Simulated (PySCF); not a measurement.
C₅H₉N, SMILES C=C1CN(C)C1. Atoms are numbered in the order given.

```xyz
15

C      2.4427     0.0850     0.0000
C      1.1150     0.0415     0.0000
C      0.0315    -0.0344    -1.0594
N     -0.9220    -0.4152     0.0000
C     -2.2364     0.1691     0.0000
C      0.0315    -0.0344     1.0594
H      3.0105     0.1033    -0.9347
H      3.0105     0.1033     0.9347
H     -0.1822     0.9585    -1.5140
H      0.1559    -0.7701    -1.8740
H     -2.2247     1.2853     0.0000
H     -2.7979    -0.1618    -0.8887
H     -2.7979    -0.1618     0.8887
H      0.1559    -0.7701     1.8740
H     -0.1822     0.9585     1.5140
```
Charge 0, spin multiplicity 1.

Coordinates come from a B3LYP-D3(BJ)/def2-SVP optimisation.

All values below come from TDA-LC-ωPBE/def2-SVPD (PySCF).

Vertical excitations.  State labels are in the subgroup Cs.

| state | symmetry | energy (eV) | λ (nm) | f | main pairs |
|---|---|---|---|---|---|
| S1 | A' | 6.40 | 194 | 0.021 | HOMO→LUMO 84 %, HOMO→LUMO+1 13 % |
| S2 | A' | 6.76 | 183 | 0.018 | HOMO→LUMO+1 52 %, HOMO→LUMO+2 20 %, HOMO→LUMO 9 % |
| S3 | A' | 7.35 | 169 | 0.002 | HOMO→LUMO+2 37 %, HOMO→LUMO+1 19 %, HOMO→LUMO+5 13 %, HOMO−1→LUMO+1 9 % |
| S4 | A" | 7.82 | 159 | 0.000 | HOMO−2→LUMO 70 %, HOMO→LUMO+3 11 % |
| S5 | A" | 7.87 | 158 | 0.001 | HOMO→LUMO+3 81 % |
| S6 | A' | 7.95 | 156 | 0.614 | HOMO−1→LUMO 72 %, HOMO−1→LUMO+1 16 % |
| S7 | A' | 8.12 | 153 | 0.089 | HOMO−1→LUMO+2 30 %, HOMO−1→LUMO+1 26 %, HOMO→LUMO+4 18 %, HOMO−1→LUMO 8 % |
| S8 | A' | 8.21 | 151 | 0.042 | HOMO→LUMO+6 28 %, HOMO→LUMO+4 24 %, HOMO→LUMO+5 17 %, HOMO→LUMO+2 9 % |
| S9 | A' | 8.65 | 143 | 0.034 | HOMO→LUMO+5 43 %, HOMO→LUMO+6 29 %, HOMO→LUMO+2 8 % |
| S10 | A" | 8.75 | 142 | 0.002 | HOMO→LUMO+7 47 %, HOMO→LUMO+9 15 %, HOMO→LUMO+10 14 %, HOMO−1→LUMO+3 9 % |
| T1 | A' | 4.11 | 302 | 0 | HOMO−1→LUMO 61 %, HOMO→LUMO 18 % |
| T2 | A' | 6.24 | 199 | 0 | HOMO→LUMO 72 %, HOMO−1→LUMO 16 % |
| T3 | A' | 6.53 | 190 | 0 | HOMO→LUMO+1 54 %, HOMO→LUMO+2 22 %, HOMO→LUMO+6 9 % |
| T4 | A' | 7.07 | 175 | 0 | HOMO→LUMO+2 25 %, HOMO→LUMO+1 24 %, HOMO→LUMO+5 17 %, HOMO→LUMO+6 7 % |
Triplets are in the Tamm–Dancoff approximation.
